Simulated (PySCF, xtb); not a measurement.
Ge(Cl)2 cation (Cl2Ge), SMILES [Cl][Ge][Cl] (connectivity only; charge and spin as stated), charge +1, multiplicity 2.

Harmonic wavenumbers (cm⁻¹) from GFN2-xTB in xtb 6.7.1 at its own minimum, in rising order: 111, 337, 354.

What does PySCF 2.14.0 with PBE0-D3(BJ)/def2-TZVP give at its own minimum? (An estimate is asked for; the answer gives what the named calculation found.)

134, 432, 495. Paired by order, the mean absolute difference is 86 cm⁻¹ and the zero-point energies are 1.1 and 1.5 kcal/mol.
